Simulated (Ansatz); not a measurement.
Two isomers of CH9NO2Si2: A = `CO[SiH](N)O[SiH3]`, B = `C[Si](N)(O)O[SiH3]`.

Computed with Ansatz on PBE0-D4/def2-TZVP structures; ΔE is electronic, products minus reactants. CCSD(T)/CBS adds triple-zeta CCSD(T) − MP2 to the extrapolated MP2 energy (def2 sets, frozen cores). Functionals use def2-TZVPP. B3LYP here is the variant with VWN-RPA as its local correlation; programs differ in this. Each species was taken in one conformer, which may not be the lowest.

Question: Which is lower in electronic energy at CCSD(T)/CBS, and by how much? (An estimate is asked.)

Answer: Ansatz gave: B, by 25.8 kcal/mol.

Question: Give E(B) − E(A) in kcal/mol with HF/def2-TZVPP, MP2/def2-TZVPP, CCSD/def2-TZVPP, PBE-D4, B3LYP-D4, B3LYP, B2PLYP. (Best estimate.)

Answer: The calculation gave: HF/def2-TZVPP -21.6, MP2/def2-TZVPP -26.5, CCSD/def2-TZVPP -24.9, PBE-D4 -25.1, B3LYP-D4 -23.8, B3LYP -23.4, B2PLYP -24.4. None reverses the order clearly.

Largest T1 diagnostic: 0.011.

In def2-TZVPP, CCSD(T) changes the Hartree–Fock value by −3.6 kcal/mol (the triples alone add −0.3 kcal/mol) and MP2 by −4.9 kcal/mol.
